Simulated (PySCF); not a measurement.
Nb(NH)(F)(NH2)2 (FH5N3Nb), SMILES [NH2][Nb](=[NH])([F])[NH2], multiplicity 1.

Geometry: PBE-D3(BJ)/def2-SVP. The spin state was assumed, not searched. The structure was generated by enumeration; whether it is a known compound was not checked. The def2 effective core potentials stand for the cores of Nb; spin–orbit coupling is left out. Other conformers were not sampled.

All values below come from PySCF with PBE-D3(BJ)/def2-SVP.

Frequencies are harmonic and unscaled.

```csv
mode,ν (cm⁻¹),IR (km/mol),moving atoms (share of kinetic energy)
1,167,1.9,"F 46 %, N 30 %, Nb 13 %, H 11 %"
2,172,0.9,"F 51 %, N 28 %, H 11 %, Nb 11 %"
3,183,1.8,"N 57 %, H 25 %, Nb 15 %"
4,199,5.8,"N 59 %, H 29 %, Nb 9 %"
5,215,0.0,"N 55 %, H 37 %"
6,298,22.7,"H 86 %, N 13 %"
7,409,3.5,H 92 %
8,447,98.4,"H 82 %, N 18 %"
9,468,0.8,"H 81 %, N 19 %"
10,507,332.8,"H 78 %, N 22 %"
11,524,54.1,"H 84 %, N 15 %"
12,565,24.1,"H 68 %, N 31 %"
13,567,12.9,"H 71 %, N 21 %"
14,646,63.7,"F 59 %, N 26 %, Nb 9 %"
15,678,117.7,"N 52 %, Nb 20 %, F 15 %, H 13 %"
16,688,197.4,"N 58 %, Nb 21 %, H 21 %"
17,976,108.8,"N 77 %, Nb 16 %"
18,1459,18.6,"H 89 %, N 11 %"
19,1461,19.6,"H 90 %, N 10 %"
20,3452,60.6,H 96 %
21,3455,31.2,H 95 %
22,3544,103.6,H 92 %
23,3559,23.7,"H 92 %, N 8 %"
24,3559,43.5,"H 92 %, N 8 %"
```
